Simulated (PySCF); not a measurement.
An unknown shows these calculated signals:

$^{1}$H NMR (300 MHz, computed): δ 5.44 (s, 1H), 5.22 (s, 3H), 2.56 (s, 3H).

$^{13}$C{$^{1}$H} NMR (computed): δ 216.8 (C), 210.1 (C), 19.7 (CH3).

[PySCF: coordinates at the GFN2-xTB level; σ from GIAO-PBE0/pcSseg-1; no solvent model; non-relativistic Hamiltonian; averaged over atoms made equivalent by symmetry, fast rotation or ring inversion; a single conformation]

Shifts are taken against calculated references (same method and geometry level): TMS for $^{1}$H (31.72 ppm), $^{13}$C (186.93 ppm).

Problem. Which of these does the molecule contain: a Si–H bond, a three-membered ring, a ketone, an ester?

Solution. 
- A Si–H bond: yes (δH 5.44 (s)).
- A three-membered ring: no.
- A ketone: no.
- An ester: no.

The data belong to SMILES CC1=N[Si@@H](O[SiH3])C1=O, C$_{3}$H$_{7}$NO$_{2}$Si$_{2}$; they needn't prove each group on their own.

Carbon signals by region: 2 in the far downfield region (above 160 ppm), 1 below 50 ppm. Above 160 ppm: 216.8, carbonyl carbon, 210.1, C=N carbon.

Shifts are as computed. Against solution values, carbons near 30 ppm lie about +3 ppm off and those near 130 ppm about +5 ppm. Of 1309 compounds with measured shifts, 239 miss one by over three times the rms of a fit or turn the order of signals round; such compounds aren't used in these exercises. No couplings were computed; multiplicities are counted from neighbouring protons, with m where these are inequivalent, close in shift, in a saturated or five-membered ring or joined by F or P, and br s for small geminal =CH2 splittings.
